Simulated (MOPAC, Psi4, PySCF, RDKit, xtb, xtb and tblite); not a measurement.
Two geometries of C6H12Si3, SMILES [SiH3][SiH2][SiH2]c1ccccc1, relaxed at GFN2-xTB with one dihedral held; other torsions can differ between them too.

Structure A

```
21

Si     2.5287    -1.1928     0.2984
Si     2.5174     1.1210     0.4200
Si     0.4920     2.0933    -0.1747
C     -0.6813     0.6843    -0.6259
C     -1.7198     0.2958     0.2122
C     -2.5301    -0.7808    -0.1007
C     -2.3125    -1.4942    -1.2670
C     -1.2831    -1.1224    -2.1159
C     -0.4777    -0.0465    -1.7928
H      2.7353    -1.6670    -1.0725
H      3.5665    -1.8310     1.1121
H      1.2467    -1.7455     0.7453
H      3.5912     1.6829    -0.4182
H      2.8988     1.5652     1.7719
H     -0.1597     2.8789     0.8825
H      0.5688     2.9815    -1.3445
H     -1.8965     0.8487     1.1246
H     -3.3323    -1.0655     0.5654
H     -2.9426    -2.3364    -1.5141
H     -1.1088    -1.6747    -3.0285
H      0.3242     0.2381    -2.4613
```

Structure B

```
21

Si     2.5810    -1.1884     0.2809
Si     2.5322     1.1246     0.3967
Si     0.4965     2.0805    -0.1849
C     -0.8590     0.8466     0.2665
C     -1.6296     0.9934     1.4142
C     -2.5809     0.0524     1.7649
C     -2.7778    -1.0624     0.9677
C     -2.0192    -1.2272    -0.1794
C     -1.0702    -0.2817    -0.5203
H      2.4727    -1.6617    -1.1025
H      3.7994    -1.7949     0.8229
H      1.4580    -1.7776     1.0154
H      3.5937     1.7035    -0.4452
H      2.9136     1.5633     1.7509
H      0.1686     3.3461     0.4867
H      0.3733     2.3460    -1.6265
H     -1.4823     1.8619     2.0414
H     -3.1703     0.1870     2.6610
H     -3.5198    -1.7996     1.2386
H     -2.1683    -2.0949    -0.8063
H     -0.4825    -0.4175    -1.4185
```

**Question.** Which is lower in energy at the level PBE0-D3(BJ)/def2-SVP // GFN2-xTB (Psi4), and by how much?

**Answer.** B is lower, by 0.50 kcal/mol (dihedral Si1–Si2–Si3–C4: 0° in A, 30° in B).

E(B) − E(A) in kcal/mol at the other levels, on the same two geometries: GFN2-xTB (xtb and tblite) 0.01; MMFF94 // GFN2-xTB (RDKit) -1.05; PBE0/def2-SVP // GFN2-xTB (Psi4) -0.69; PBE/def2-SVP // GFN2-xTB (Psi4) -0.76; PBE-D3(BJ)/def2-SVP // GFN2-xTB (Psi4) -0.58; UFF // GFN2-xTB (RDKit) -0.87; PM6, restricted, heats of formation // GFN2-xTB (MOPAC) -0.43; PM3, restricted, heats of formation // GFN2-xTB (MOPAC) -0.60; GFN1-xTB // GFN2-xTB (xtb) -0.41; restricted B3LYP/6-31G*, spherical d, density fitting // GFN2-xTB (PySCF) -0.83; restricted LDA (SVWN5)/6-31G*, spherical d, density fitting // GFN2-xTB (PySCF) -0.63; restricted B3LYP/6-311+G**, spherical d, density fitting // GFN2-xTB (PySCF) -0.82; restricted MP2 (frozen core)/6-31G*, spherical d // GFN2-xTB (PySCF) -0.60.
